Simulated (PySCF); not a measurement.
# Rh (rhodium, neutral) across methods

[Kr] 4d8 5s1, high-spin 4F determinant. Computed with PySCF 2.14 in aug-cc-pwCVTZ-DK (11s10p8d4f3g, 136 functions), with the spin-free X2C one-electron Hamiltonian (Gaussian nucleus).

```json
{"method": "PBE0", "E (hartree)": "-4783.16", "mean ε 4d α (eV)": "-8.129", "mean ε 4d β (eV)": "-6.755", "mean ε 5s α (eV)": "-5.309", "Σ⟨r²⟩ (bohr²)": "50.72", "⟨S²⟩": "3.751"}
{"method": "BP86", "E (hartree)": "-4784.08", "mean ε 4d α (eV)": "-6.628", "mean ε 4d β (eV)": "-5.419", "mean ε 5s α (eV)": "-4.910", "Σ⟨r²⟩ (bohr²)": "50.79", "⟨S²⟩": "3.751"}
{"method": "LDA", "E (hartree)": "-4778.29", "mean ε 4d α (eV)": "-6.683", "mean ε 4d β (eV)": "-5.388", "mean ε 5s α (eV)": "-4.976", "Σ⟨r²⟩ (bohr²)": "50.79", "⟨S²⟩": "3.750"}
{"method": "PBE", "E (hartree)": "-4783.10", "mean ε 4d α (eV)": "-6.523", "mean ε 4d β (eV)": "-5.245", "mean ε 5s α (eV)": "-4.742", "Σ⟨r²⟩ (bohr²)": "51.03", "⟨S²⟩": "3.751"}
{"method": "MN15", "E (hartree)": "-4786.81", "mean ε 4d α (eV)": "-8.999", "mean ε 4d β (eV)": "-7.784", "mean ε 5s α (eV)": "-5.905", "Σ⟨r²⟩ (bohr²)": "50.88", "⟨S²⟩": "3.751"}
{"method": "UHF", "E (hartree)": "-4781.04764", "mean ε 4d α (eV)": "-12.365", "mean ε 4d β (eV)": "-10.638", "mean ε 5s α (eV)": "-6.474", "Σ⟨r²⟩ (bohr²)": "51.60", "⟨S²⟩": "3.754"}
{"method": "BLYP", "E (hartree)": "-4783.66", "mean ε 4d α (eV)": "-6.344", "mean ε 4d β (eV)": "-5.218", "mean ε 5s α (eV)": "-4.624", "Σ⟨r²⟩ (bohr²)": "51.28", "⟨S²⟩": "3.751"}
{"method": "r2SCAN", "E (hartree)": "-4783.48", "mean ε 4d α (eV)": "-6.761", "mean ε 4d β (eV)": "-5.399", "mean ε 5s α (eV)": "-4.957", "Σ⟨r²⟩ (bohr²)": "50.41", "⟨S²⟩": "3.752"}
```
